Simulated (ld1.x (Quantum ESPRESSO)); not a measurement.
revPBE RRKJ dataset for xenon, scalar-relativistic all-electron reference.

ld1.x (Quantum ESPRESSO) 7.5 was run on this input:

```
&input
   title='Xe', zed=54., rel=1, dft='REVPBE', iswitch=3,
   config='[Xe] 5d-2',
   nld=3, rlderiv=1.85, eminld=-3.0, emaxld=5.0, deld=0.02
 /
 &inputp
   pseudotype=2, tm=.false., lloc=1,
   nlcc=.true.,
   file_pseudopw='Xe.UPF', file_wfcaegen='ae.wfc', file_wfcncgen='nc.wfc', file_beta='beta', file_chi='chi'
 /
3
5S  1  0   2.00   0.00  1.40  1.40  0.0
5D  3  2  -2.00   0.40  1.30  1.30  0.0
5P  2  1   6.00   0.00  1.70  1.70  0.0
 &test
   configts(1)='5s2 5p6'
 /
```

Command:

```bash
ld1.x < Xe.in > Xe.out
```

Output (shortened: banner, matrices, multipoles, cross overlaps and the repeated all-electron block are left out):

```
[... start of the log left out ...]
     s(1S/1S) =  1.000000  <r> =   0.0267  <r2> =    0.0010  r(max) =   0.0172
     s(2S/2S) =  1.000000  <r> =   0.1146  <r2> =    0.0155  r(max) =   0.0964
     s(2P/2P) =  1.000000  <r> =   0.1003  <r2> =    0.0123  r(max) =   0.0780
     s(3S/3S) =  1.000000  <r> =   0.3063  <r2> =    0.1072  r(max) =   0.2790
     s(3P/3P) =  1.000000  <r> =   0.3044  <r2> =    0.1074  r(max) =   0.2721
     s(4S/4S) =  1.000000  <r> =   0.7167  <r2> =    0.5799  r(max) =   0.6610
     s(4P/4P) =  1.000000  <r> =   0.7648  <r2> =    0.6660  r(max) =   0.6949
     s(3D/3D) =  1.000000  <r> =   0.2809  <r2> =    0.0933  r(max) =   0.2256
     s(5S/5S) =  1.000000  <r> =   1.8633  <r2> =    3.9311  r(max) =   1.6258
     s(5P/5P) =  1.000000  <r> =   2.3118  <r2> =    6.1720  r(max) =   1.9127
     s(4D/4D) =  1.000000  <r> =   0.8767  <r2> =    0.8975  r(max) =   0.7490

     ------------------------ End of All-electron run ------------------------

     --------------------- Generating NC pseudopotential ---------------------

      Generating local pot.: lloc=1, matching radius rcloc =   1.7000

      Computing core charge for nlcc:

       r > 1.31 : true rho core
       r < 1.31 : rho core = a sin(br)/r    a=   9.54  b=   2.06

      Integrated core pseudo-charge :   7.78
     Message from routine compute phi:
     negative determinant

      ld=   0.661749 f2ae -2.892527 faenor  0.218808
           0        1250        1249   100.58628872894423

 %%%%%%%%%%%%%%%%%%%%%%%%%%%%%%%%%%%%%%%%%%%%%%%%%%%%%%%%%%%%%%%%%%%%%%%%%%%%%%
     Error in routine compute_chi (1):
     n is too large
 %%%%%%%%%%%%%%%%%%%%%%%%%%%%%%%%%%%%%%%%%%%%%%%%%%%%%%%%%%%%%%%%%%%%%%%%%%%%%%

     stopping ...
```

The run stopped because the Bessel-function wave could not be built (negative determinant in compute_phi), and the routine for χ then failed on it.

The run took about 0.14 s on one core of a shared server CPU.
